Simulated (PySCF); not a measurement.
**Rhodium: a sound run and one with changed settings**

Sound run: Rh⁺ [Kr] 4d8, Rh²⁺ [Kr] 4d7. Computed with PySCF 2.14 in cc-pVTZ-PP with ECP28MDF (5s5p4d2f1g, 63 functions), with scalar relativity through the core potential. The sound run starts from symmetry-adapted Hartree-Fock orbitals and uses a fine grid where one is needed.

Changed run: basis STO-3G, all-electron and non-relativistic. This setting is unsound on purpose.

```tsv
species	method	sound run (hartree)	changed run (hartree)	converged
Rh⁺	UHF	-109.15821	-4639.36397	yes
Rh⁺	PBE	-109.85240	-4640.55058	yes
Rh⁺	PBE0	-109.84295	-4640.85157	yes
Rh²⁺	UHF	-108.56625	-4639.12579	yes
Rh²⁺	PBE	-109.17749	-4640.25382	yes
Rh²⁺	PBE0	-109.17837	-4640.55409	yes
```

Ionisation energy of Rh⁺:

```json
{"method": "UHF", "sound run (eV)": "16.108", "changed run (eV)": "6.481"}
{"method": "PBE", "sound run (eV)": "18.365", "changed run (eV)": "8.075"}
{"method": "PBE0", "sound run (eV)": "18.084", "changed run (eV)": "8.095"}
```

A minimal basis cannot let orbitals breathe on ionisation and holds almost no correlation. The Hamiltonian changed with the basis, so the totals do not compare.

For comparison, NIST gives 18.08 eV between the lowest levels.
